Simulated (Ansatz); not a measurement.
A geometry relaxed with B3LYP-D3(BJ)/def2-TZVP (Ansatz, a quantum-chemistry and plane-wave program), charge 0, multiplicity 1:

```xyz
8

H     -1.1569     1.8696     0.0395
H     -1.1688    -1.2083     0.4579
C     -0.5961     0.9563     0.0117
H      2.1040    -0.6649     0.3545
C     -0.6803    -0.5539    -0.2667
C      0.4804     0.2673     0.1411
H     -0.7655    -0.9074    -1.2962
O      1.7833     0.2412     0.4362
```

Question: Write the SMILES of this molecule.

Answer: `OC1=CC1`
